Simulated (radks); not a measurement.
Values are calculated unless marked as measured or tabulated.
Trend from Sc to Zn: ionisation energy by Delta-SCF between NIST ground configurations, and size. Code: a radial shooting solver on a logarithmic mesh with Libxc functionals. Model: Dirac Kohn-Sham, LDA (Slater exchange, Perdew-Wang correlation), spin-unpolarised, spherical densities, point nucleus; open shells fill j = l - 1/2 first.

species,configuration,configuration of the ion,IE (eV),NIST (eV),kind,-e(HOMO) (eV),outermost,<r> outermost (bohr)
Sc,[Ar] 3d1 4s2,[Ar] 3d1 4s1,7.059,6.561,exp.,3.439 (3d3/2),4s1/2,3.69
Ti,[Ar] 3d2 4s2,[Ar] 3d2 4s1,7.526,6.828,exp.,4.479 (3d3/2),4s1/2,3.49
V,[Ar] 3d3 4s2,[Ar] 3d4,7.343,6.746,exp.,4.842 (4s1/2),4s1/2,3.32
Cr,[Ar] 3d5 4s1,[Ar] 3d5,7.127,6.767,exp.,3.071 (3d5/2),4s1/2,3.40
Mn,[Ar] 3d5 4s2,[Ar] 3d5 4s1,8.642,7.434,exp.,5.279 (4s1/2),4s1/2,3.07
Fe,[Ar] 3d6 4s2,[Ar] 3d6 4s1,8.970,7.902,exp.,5.479 (4s1/2),4s1/2,2.96
Co,[Ar] 3d7 4s2,[Ar] 3d8,6.780,7.881,exp.,5.671 (4s1/2),4s1/2,2.87
Ni,[Ar] 3d8 4s2,[Ar] 3d9,6.651,7.640,exp.,5.858 (4s1/2),4s1/2,2.78
Cu,[Ar] 3d10 4s1,[Ar] 3d10,8.428,7.726,exp.,4.858 (4s1/2),4s1/2,2.89
Zn,[Ar] 3d10 4s2,[Ar] 3d10 4s1,10.184,9.394,exp.,6.219 (4s1/2),4s1/2,2.63

Reference values: NIST Atomic Spectra Database (measured). Spin polarisation and multiplet splitting are left out, so open shells lie too high by an amount that depends on their filling.

Beside tabulated values, note that spin-unpolarised runs miss the spin-polarisation part of the exchange energy of open shells.
